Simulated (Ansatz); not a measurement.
Input and output for `[NH2][GaH][NH2]`.

```yaml
crystal:
  periodic: [false, false, false]
  atoms:
    - {symbol: N, position_ang: [-1.034944, 0.731163, -0.981461]}
    - {symbol: Ga, position_ang: [0.161436, 0.498982, 0.347277]}
    - {symbol: N, position_ang: [0.863753, -1.177518, 0.613311]}
    - {symbol: H, position_ang: [-1.442249, -0.047858, -1.484543]}
    - {symbol: H, position_ang: [-1.575403, 1.586716, -1.094034]}
    - {symbol: H, position_ang: [0.684389, 1.662205, 1.254728]}
    - {symbol: H, position_ang: [1.592060, -1.353918, 1.229462]}
    - {symbol: H, position_ang: [0.651847, -1.969443, 0.003094]}
basis:
  gaussian: {orbitals: cc-pVTZ}
total_charge: -1
magnetization: {spin_polarized: true, initial_magnetization: 1}
hamiltonian: {xc: {name: r2SCAN0}, dispersion: d3bj}
accuracy: high
```

```sh
$ ansatz run in.yaml --threads 2 --pin off --events-out ev --progress --plain --max-ram 22528MiB --backend cpu
```

Shortened log:

```
Warning: the engine holds no damping parameters fitted to this dispersion correction and functional, so the run takes those fitted to r2scan0 beside the three-body term, which d3bj leaves out (hamiltonian.dispersion, under Limitations)
Functional definition: r2SCAN0
3028 factors; integrals over basis functions are off by at most 2.4e-8 eV
mean field evaluation 1: about -55432.7226 eV, gradient 3.6e1 eV
mean field evaluation 2: about -55426.8168 eV, gradient 5.1e1 eV
mean field evaluation 4: about -55437.5338 eV, gradient 1.3e0 eV
mean field evaluation 8: about -55437.6178 eV, gradient 4.8e-1 eV
mean field evaluation 16: about -55437.7931 eV, gradient 3.6e-1 eV
mean field evaluation 32: about -55437.7912 eV, gradient 1.1e-8 eV
mean field -55437.79119667 eV, -2037.3012493931 hartree, gradient 4.9e-8 eV, S^2 0.756647; 5 other end points of the search recorded, 0 dependent functions left out
reference -55437.79120029 eV, -2037.3012495261 hartree; 26, 25 occupied and 147, 148 virtual orbitals, 3028 factors
Total energy: -55437.82649436 eV, -2037.3025465593 hartree
```

Hardware: 2 threads of an AMD EPYC 7R13 on a shared host. Wall time 55 s, peak host memory 1.2 GiB.
